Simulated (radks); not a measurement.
Neutral ruthenium inside a hard spherical wall (all orbitals vanish at R), configuration held at [Kr] 4d7 5s1 and not refilled when levels cross. Calculated with a radial shooting solver on a logarithmic mesh with Libxc functionals: scalar-relativistic Kohn-Sham, PBE, spin-polarised, spherical densities, finite nucleus; open shells are filled with parallel spins first (spin-orbit coupling, left out, can overturn this in heavy ions); Fermi nuclear charge, rms radius 4.4809 fm. Eigenvalues in eV for spin up, with the zero of energy where the potential of the charges vanishes at infinity; a dash marks a level that is unbound or too diffuse for the functional's potential to be trusted. A positive occupied level is held by the wall or, in an anion where self-interaction has pushed it up, behind a barrier. The pressure on the wall is -dE/dV.

[
 {"R (bohr)": "free", "E (hartree)": "-4530.74963", "kinetic (hartree)": "4685.067", "e(4s)": "-76.988", "e(4p)": "-47.101", "e(4d)": "-5.965", "e(5s)": "-4.761", "e(5p, empty)": "-1.195", "e(6s, empty)": "-", "pressure (GPa)": "0"},
 {"R (bohr)": "10", "E (hartree)": "-4530.74928", "kinetic (hartree)": "4685.070", "e(4s)": "-76.958", "e(4p)": "-47.072", "e(4d)": "-5.938", "e(5s)": "-4.734", "e(5p, empty)": "-1.024", "e(6s, empty)": "1.859", "pressure (GPa)": "0.00918"},
 {"R (bohr)": "8", "E (hartree)": "-4530.74633", "kinetic (hartree)": "4685.093", "e(4s)": "-76.805", "e(4p)": "-46.919", "e(4d)": "-5.797", "e(5s)": "-4.584", "e(5p, empty)": "-0.576", "e(6s, empty)": "4.529", "pressure (GPa)": "0.136"},
 {"R (bohr)": "3.5", "E (hartree)": "-4529.94971", "kinetic (hartree)": "4688.420", "e(4s)": "-67.331", "e(4p)": "-37.820", "e(4d)": "3.005", "e(5s)": "10.330", "e(5p, empty)": "20.510", "e(6s, empty)": "71.933", "pressure (GPa)": "228"},
 {"R (bohr)": "3", "E (hartree)": "-4528.99526", "kinetic (hartree)": "4692.042", "e(4s)": "-61.303", "e(4p)": "-32.047", "e(4d)": "9.398", "e(5s)": "23.802", "e(5p, empty)": "37.242", "e(6s, empty)": "114.80", "pressure (GPa)": "759"},
 {"R (bohr)": "2.5", "E (hartree)": "-4526.45673", "kinetic (hartree)": "4701.502", "e(4s)": "-50.263", "e(4p)": "-21.061", "e(4d)": "22.448", "e(5s)": "54.027", "e(5p, empty)": "72.580", "e(6s, empty)": "197.10", "pressure (GPa)": "3110"},
 {"R (bohr)": "1.5", "E (hartree)": "-4486.60160", "kinetic (hartree)": "4827.687", "e(4s)": "43.936", "e(4p)": "81.567", "e(4d)": "143.35", "e(5s)": "357.83", "e(5p, empty)": "392.29", "e(6s, empty)": "837.31", "pressure (GPa)": "129000"}
]
